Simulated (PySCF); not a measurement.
Compound: C3H11NOSi3.
Atom-mapped SMILES: `[CH3:1][C:2]#[C:3][Si@@H:4]([OH:5])[N:6]([SiH3:7])[SiH3:8]` (hydrogens: H9, H10, H11 on C1; H12 on Si4; H13 on O5; H14, H15, H16 on Si7; H17, H18, H19 on Si8)

Method: PySCF, PBE0-D3(BJ)/def2-SVP geometry optimisation, gas phase.

(1) Give the optimised bond lengths and angles.

## Answers

(1) 
| bond | length (Å) |
| --- | --- |
| C1–C2 | 1.450 |
| C2≡C3 | 1.220 |
| C3–Si4 | 1.828 |
| Si4–O5 | 1.661 |
| Si4–N6 | 1.745 |
| N6–Si7, N6–Si8 | 1.757 |
| C1–H9, C1–H10, C1–H11 | 1.101 |
| Si4–H12 | 1.481 |
| O5–H13 | 0.962 |
| Si7–H14 and 5 like bonds | 1.494 |

Bonds in one row agree within 0.01 Å and their mean is given. A selection of angles:
| angle | degrees |
| --- | --- |
| C2–C1–H9 | 111.0 |
| H9–C1–H10 | 108.0 |
| C1–C2–C3 | 179.5 |
| C2–C3–Si4 | 179.0 |
| C3–Si4–O5 | 111.4 |
| C3–Si4–N6 | 105.8 |
| C3–Si4–H12 | 111.8 |
| O5–Si4–N6 | 112.1 |
| O5–Si4–H12 | 104.0 |
| N6–Si4–H12 | 111.8 |
| Si4–O5–H13 | 116.1 |
| Si4–N6–Si7 | 121.7 |
| Si4–N6–Si8 | 118.9 |
| Si7–N6–Si8 | 119.3 |
| N6–Si7–H14 | 106.1 |
| N6–Si7–H15 | 112.7 |
| N6–Si7–H16 | 112.1 |
| H14–Si7–H15 | 108.6 |
| H14–Si7–H16 | 108.3 |
| N6–Si8–H18 | 107.8 |

Torsions: C3–Si4–N6–Si7 -6° (synperiplanar); H13–O5–Si4–C3 53° (synclinal).

N6 (nitrogen bridging silicon atoms) is planar (angles 121.7°, 119.3° and 118.9°, sum 360.0°, 0.02 Å off the plane of its three neighbours). The C–C distances run from 1.220 Å (C2≡C3, drawn triple) to 1.450 Å (C1–C2, drawn single), a spread of 0.230 Å. Si4 (oxygen-bound silicon) is distorted tetrahedral (angles from 104.0° to 112.1°). Of the pairs four or more bonds apart, C2···Si7 is among the closest relative to their van der Waals radii: 3.77 Å, 99 % of the sum of Bondi's values. Si7 (SiH3 silicon) is tetrahedral (angles from 106.1° to 112.7°).

Point group: C1 (no symmetry element, even within 0.4 Å). PBE0-D3(BJ)/def2-SVP frequencies: not computed here. The numbers are those of one conformer (C3–Si4–O5–H 53°, C3–Si4–N6–Si7 -6°).

Hardware: Arm Neoverse N1, one thread, shared host. Cost: 12 min wall, 0.80 GiB resident at most. This is the geometry optimisation.
